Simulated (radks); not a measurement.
Problem. Xe IV, 51 electrons, occupied as [Kr] 4d10 5s2 5p3. Method: scalar-relativistic Kohn-Sham, BLYP, spin-polarised, spherical densities, finite nucleus; open shells are filled with parallel spins first (spin-orbit coupling, left out, can overturn this in heavy ions); Fermi nuclear charge, rms radius 4.7859 fm; computed with a radial shooting solver on a logarithmic mesh with Libxc functionals. Some entries of the table are withheld. Estimate them.

orbital  occ.  eigenvalue (eV)  <r^2> (bohr^2)  r(max) (bohr)
1s up       1        -34409.53       0.0009638        0.01716
1s down     1        -34409.38       0.0009637        0.01716
2s up       1        -5383.813         0.01549        0.09696
2s down     1        -5383.742         0.01549        0.09696
2p up       3        -4834.967         0.01228        0.07779
2p down     3        -4834.843         0.01228        0.07779
3s up       1        -1127.725          0.1073         0.2790
3s down     1        -1127.597          0.1073         0.2790
3p up       3        -950.4589          0.1075         0.2728
3p down     3        -950.3134          0.1074         0.2729
3d up       5        -687.3955         0.09328         0.2259
3d down     5        -687.2556         0.09327         0.2259
4s up       1        -230.7568          0.5794         0.6606
4s down     1        -230.4540          0.5791         0.6608
4p up       3        -174.5686          0.6653         0.6927
4p down     3        -174.2560          0.6639         0.6930
4d up       5         -92.6613          0.8925         0.7472
4d down     5         -92.2140          0.8827         0.7472
5s up       1         -51.0284           3.416          1.586
5s down     1         -48.7505           3.416          1.571
5p up       3         -37.7378             (1)          1.795
5p down     0         -35.4270             (2)          1.789
5d up       0         -20.7923           8.367          2.381
5d down     0         -19.1949           9.265          2.481
6s up       0         -18.4902           15.64          3.560
4f up       0              (3)           5.083          1.224
4f down     0              (4)           5.574          1.112

Solution. 
(1) 5p up <r^2> (bohr^2): 4.503
(2) 5p down <r^2> (bohr^2): 4.624
(3) 4f up eigenvalue (eV): -15.8506
(4) 4f down eigenvalue (eV): -14.3966
